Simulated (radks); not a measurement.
Question: Species: Ho47+. Configuration: [Ar] 3d2 (the NIST ground configuration). All-electron calculation, scalar-relativistic Kohn-Sham, exchange-only LDA, spin-polarised, spherical densities, point nucleus; open shells are filled with parallel spins first (spin-orbit coupling, left out, can overturn this in heavy ions). Program: a radial shooting solver on a logarithmic mesh with Libxc functionals. Some entries of the table are withheld. Estimate them.

| orbital | occ. | eigenvalue (hartree) | <r^2> (bohr^2) |
|---|---|---|---|
| 1s up | 1 | -2145.867 | 0.0005887 |
| 1s down | 1 | -2145.856 | 0.0005887 |
| 2s up | 1 | -446.5279 | 0.009036 |
| 2s down | 1 | -446.1380 | 0.009027 |
| 2p up | 3 | -408.3357 | 0.007304 |
| 2p down | 3 | -408.0256 | 0.007294 |
| 3s up | 1 | -168.0454 | 0.05310 |
| 3s down | 1 | -167.6193 | 0.05321 |
| 3p up | 3 | -156.4730 | 0.05176 |
| 3p down | 3 | -156.0374 | 0.05190 |
| 3d up | 2 | (1) | 0.04069 |
| 3d down | 0 | (2) | 0.04083 |

Answer: 
(1) 3d up eigenvalue (hartree): -144.1655
(2) 3d down eigenvalue (hartree): -143.6241
